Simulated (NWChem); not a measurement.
Species: CH₃Mg cation; SMILES [CH3][Mg+]

```xyz
5

Mg     0.0000     0.0000    -0.9494
C      0.0000     0.0000     1.1488
H      0.7405     0.7405     1.4581
H      0.2710    -1.0115     1.4581
H     -1.0115     0.2710     1.4581
```
Atoms are numbered in this order, from 1.

Results from NWChem. Geometry: optimised at B3LYP/6-31G* (spherical d). Vertical excitations in the gas phase; the lowest state need not have the same character in each row.

For level PBE0/def2-SVPD, TDA:

lowest excitation, singlet (eV): 4.86
oscillator strength of that lowest state: 0.648
orbital gap (eV): 4.49

Task: How do the values read with level PBE/def2-SVPD, TDA instead?

Result: 
- lowest excitation, singlet (eV) = 4.98
- oscillator strength of that lowest state = 0.696
- orbital gap (eV) = 2.87
